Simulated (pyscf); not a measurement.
# Addition across a multiple bond or ene-type step: H₂Si=AsH + AsH₃ -> H₃Si–AsH–AsH₂

Gas phase, singlet surface, charge 0. Bonds broken: As6–H7. Bonds formed: As1–As6, Si2–H7. PySCF, gas phase, ωB97X-D3(BJ)/def2-SVP geometries.

Transition state (Å):

```xyz
9

As     0.9421     1.1823    -0.3786
Si    -0.6539    -0.2155    -1.0832
H      1.9152     0.0192    -0.2525
H     -1.8746     0.3692    -1.7036
H     -0.3121    -1.5605    -1.6211
As    -0.4725     0.1652     1.9751
H     -1.2309    -0.6910     0.6491
H     -1.0324     0.3088     3.4491
H     -1.3929     1.2745     1.5186
```

One imaginary mode, 1232i cm⁻¹; descent along it reached the two sides named.

```csv
bond,change,reactant side (Å),saddle,product side
As6–H7,breaks,1.522,1.751,3.3
As1–As6,forms,3.8,2.9,2.425
Si2–H7,forms,3.1,1.887,1.493
```

Electronic energies relative to the separated reactants (eV):

| level | barrier | reaction energy | reverse barrier |
|---|---|---|---|
| ωB97X-D3(BJ)/def2-TZVP | 0.82 | -2.00 | 2.83 |
| PBE/def2-TZVP | 0.55 | -1.54 | 2.08 |
| r²SCAN/def2-TZVP | 0.68 | -1.65 | 2.33 |
| B3LYP-D3(BJ)/def2-TZVP | 0.72 | -1.65 | 2.38 |
| PBE0-D3(BJ)/def2-TZVP | 0.63 | -1.77 | 2.41 |
| M06-2X/def2-TZVP | 0.88 | -1.71 | 2.59 |
| ωB97M-D3(BJ)/def2-TZVP | 0.97 | -1.67 | 2.64 |
| HF/def2-TZVP | 1.79 | -1.57 | 3.36 |

With ωB97M-D3(BJ)/def2-TZVP energies and thermal terms (ideal gas, 1 atm, RRHO with modes under 100 cm⁻¹ raised to 100, one conformer, R ln 2 for chiral ones without a mode under 150 cm⁻¹), in eV:

| T (K) | ΔH‡ | ΔG‡ | ΔH | ΔG |
|---|---|---|---|---|
| 298 | 0.92 | 1.39 | -1.58 | -1.14 |
| 600 | 0.95 | 1.86 | -1.55 | -0.71 |
| 900 | 0.99 | 2.30 | -1.50 | -0.30 |
| 1200 | 1.02 | 2.74 | -1.45 | +0.10 |

From the product side, H₃Si–AsH• + AsH₂• lies, by one bond made or cut, 0.46 eV under this saddle at ωB97M-D3(BJ)/def2-TZVP. One saddle was located; it need not be the lowest between these sides. Elements up to Kr have no core potential and no relativistic terms here.
